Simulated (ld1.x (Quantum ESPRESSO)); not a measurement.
tantalum: excitation energies, all-electron against TM

* Element: Ta (Z = 73)
* Generator: ld1.x (Quantum ESPRESSO) 7.5
* Type: norm-conserving Troullier–Martins (Kleinman–Bylander form)
* Functional: PBEsol
* Relativity: scalar-relativistic
* Frozen core: [Xe] 4f14
* Valence charge: 5
* Reference configuration: 5d3 6s2 6p0
* Partial waves: 6p (bound, empty): rc 3.40 bohr; 5d (bound): rc 2.70 bohr; 6s (bound): rc 2.70 bohr
* Local potential: the s channel
* Core correction: none

Energies are relative to the spin-unpolarised reference configuration 5d3 6s2 6p0; without spin polarisation the order of configurations can differ from experiment.

(1) Give the all-electron excitation energy and the error of the potential for: 5d3 6s1 6p0; 5d3 6s0 6p0; 5d2 6s0 6p0; 5d3 6s0 6p2; 5d1 6s0 6p0; 5d2 6s2 6p0; 5d4 6s1 6p0.

Levels in the configuration 5d3 6s0 6p0:

```
level  all-electron (eV)  pseudo (eV)
   5d            -18.324      -18.340
```

Answers

(1)

```csv
valence configuration,charge,ΔE all-electron (eV),error AE − PS (meV)
5d3 6s1 6p0,+1,8.505,-7.4
5d3 6s0 6p0,+2,23.481,-3.4
5d2 6s0 6p0,+3,47.092,-17
5d3 6s0 6p2,0,8.664,-7.2
5d1 6s0 6p0,+4,82.129,+216
5d2 6s2 6p0,+1,7.724,-1.7
5d4 6s1 6p0,0,2.096,-13
```

ld1.x printed “convergence not achieved” for 3 of the counted tests; their residual had stalled under 1e-8, short of the target of 1e-14.
